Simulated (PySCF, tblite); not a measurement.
Breaking a bond: SiCl, doublet.

Levels: GFN2-xTB, 300 K electronic temperature (tblite); UCCSD(T) = CCSD(T) on UHF/6-31G, 10 core orbitals frozen run with PySCF 2.14.0.

Energies relative to the lowest point of each curve near equilibrium, in kcal/mol; the last columns give the difference from UCCSD(T):

| R / Å | GFN2-xTB | UCCSD(T) | GFN2-xTB − UCCSD(T) |
|---|---|---|---|
| 1.64 | 80.7 | 125.8 | -45.1 |
| 1.76 | 30.5 | 66.6 | -36.2 |
| 1.86 | 11.9 | 36.4 | -24.5 |
| 1.93 | 5.4 | 22.4 | -17.0 |
| 1.99 | 2.2 | 13.8 | -11.6 |
| 2.07 | 0.3 | 6.2 | -6.0 |
| 2.11 | 0.0 | 3.8 | -3.8 |
| 2.21 | 0.7 | 0.5 | 0.2 |
| 2.27 | 1.8 | 0.0 | 1.8 |
| 2.39 | 5.2 | 1.5 | 3.7 |
| 2.59 | 13.5 | 8.2 | 5.2 |
| 2.76 | 21.7 | 15.9 | 5.8 |

GFN2-xTB is furthest from UCCSD(T) at 1.64 (-45.1 kcal/mol, below); its mean absolute difference over the points is 13.4 kcal/mol.

The scan ran from 1.64 to 8.26 Å; beyond the distances shown one of the unrestricted levels run for this scan, shown here or not, changes its spin distribution in one step.
